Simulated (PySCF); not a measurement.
This PySCF input asks for the NMR shieldings of `c1(C)sc(C#C)c([SiH3])p1`, C6H7PSSi; the geometry comes from GFN2-xTB.

```python
import basis_set_exchange as bse
import numpy as np
from pyscf import gto, dft
from pyscf.prop import nmr

atoms = """
C    -2.555837    2.343146    0.226721
C    -1.621500    1.586459    0.220877
C    -0.512340    0.730126    0.214228
S     1.072121    1.454139    0.201977
C     1.917666   -0.053036    0.192338
C     3.409666   -0.017019    0.181149
P     0.976690   -1.487605    0.199394
C    -0.577561   -0.633558    0.211484
Si   -2.227688   -1.551428    0.211451
H    -3.382250    2.988656    0.228300
H     3.778935    0.534127   -0.684589
H     3.802562   -1.031232    0.144746
H     3.793050    0.474334    1.076420
H    -2.937109   -1.249659    1.456780
H    -3.017980   -1.099718   -0.935465
H    -1.926024   -2.978786    0.110263
"""
names = dict.fromkeys(["C", "S", "P", "Si", "H"], "pcSseg-1")
basis = {el: gto.basis.parse(bse.get_basis(n, elements=[el], fmt="nwchem")) for el, n in names.items()}
mol = gto.M(atom=atoms, basis=basis, charge=0, verbose=0)
mf = dft.RKS(mol, xc="PBE0")
mf.grids.level = 2
mf.grids.alignment = dft.numint.BLKSIZE   # the property module wants whole blocks of grid points
mf.conv_tol = 1e-9
mf.kernel()

calc = nmr.RKS(mf)   # GIAO
C = mf.mo_coeff
Co = C[:, mf.mo_occ > 0]
resp = mf.gen_response(singlet=True, hermi=2)
def vind(x):   # induced exchange potential for any number of trial vectors
    d = np.einsum("pi,xij,qj->xpq", C, 2 * x.reshape(-1, C.shape[1], Co.shape[1]), Co, optimize=True)
    return np.einsum("xpq,pi,qj->xij", resp(d - d.transpose(0, 2, 1)), C, Co, optimize=True).ravel()
mo1, _ = nmr.rhf.solve_mo1(calc, with_cphf=vind)
sigma = calc.kernel(mo1)
for i, s in enumerate(sigma):   # ppm
    print("%2d %-2s %9.2f" % (i, mol.atom_pure_symbol(i), np.trace(s) / 3))
```

Task: What does it print?

Result: 
```
 0 C      90.19
 1 C     105.20
 2 C      37.79
 3 S      95.27
 4 C     -12.46
 5 C     166.12
 6 P      63.19
 7 C      22.87
 8 Si    430.84
 9 H      28.17
10 H      28.78
11 H      28.53
12 H      28.78
13 H      27.09
14 H      27.07
15 H      27.15
```

These numbers come from an equivalent density-fitted implementation of the same equations, which agrees with the script to about 0.01 ppm for H and up to a few tenths of a ppm for heavy atoms, so last digits may differ.

Task: Turn these shieldings into chemical shifts. Scale: ¹³C (σ = 186.93 ppm), ²⁹Si (σ = 349.16 ppm), ¹H (σ = 31.72 ppm) against TMS; ³³S (σ = 503.73 ppm) vs CS2; ³¹P (σ = 318.38 ppm) vs H3PO4 (reference shieldings calculated alike).

Result: Averaging equivalent atoms: C 4: 199.4; C 7: 164.1; C 2: 149.1; C 0: 96.7; C 1: 81.7; C 5: 20.8; S 3: 408; P 6: 255.2; Si 8: -81.7; H 13/14/15: 4.62; H 9: 3.55; H 10/11/12: 3.02 ppm. Experimental scales use liquid or dissolved standards, which lie at an offset from isolated H3PO4.

Size and cost of the density-fitted run: 209 basis functions, roughly 2 core-minutes.
